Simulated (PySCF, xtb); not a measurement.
AlCl, SMILES [Cl][Al] (connectivity only; charge and spin as stated), neutral, multiplicity 1.

Harmonic wavenumbers (cm⁻¹) from xtb with GFN2-xTB at its own minimum, in rising order: 558.

Task: What does PBE-D3(BJ)/def2-TZVPD (PySCF) give at its own minimum? (The exact figures need the calculation; the answer reports its results.)

Result: 454. Paired by order, the mean absolute difference is 104 cm⁻¹ and the zero-point energies are 0.8 and 0.6 kcal/mol.
